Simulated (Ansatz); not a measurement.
Species: CH6AlN, charge 0, singlet. CH6AlN (SMILES [CH3][AlH][NH2]).
B3LYP-D3(BJ)/def2-TZVP minimum from Ansatz (a quantum-chemistry and plane-wave program):
```xyz
9

Al    -0.2717    -0.2875    -0.3272
H     -1.1112    -1.1485    -1.3538
C      0.1676     1.5966    -0.5978
H      0.7394     1.7395    -1.5197
H      0.7544     2.0136     0.2238
H     -0.7384     2.2019    -0.6990
N      0.2806    -1.1220     1.1375
H      0.8226    -0.7040     1.8778
H      0.0953    -2.0903     1.3492
```
Charge 0, spin multiplicity 1.

Total energies in cc-pV(D+d)Z, 18 correlated electrons, 7 frozen orbitals. UHF or UKS for unpaired electrons; spin-orbit terms are left out. Cores are frozen in correlated methods. No relativity.

```tsv
method	program	energy (Eh)	minus CCSDT(Q) (mEh)
HF	Ansatz	-337.77299	443.07
MP2	Ansatz	-338.16368	52.38
CCSD	Ansatz	-338.20369	12.36
CCSD(T)	Ansatz	-338.21431	1.74
CCSDT(Q)	Ansatz	-338.21606	0.00
```

Rough core times of Ansatz's runs on a shared machine: CCSD(T) under 20 s, CCSDT(Q) 6 min.
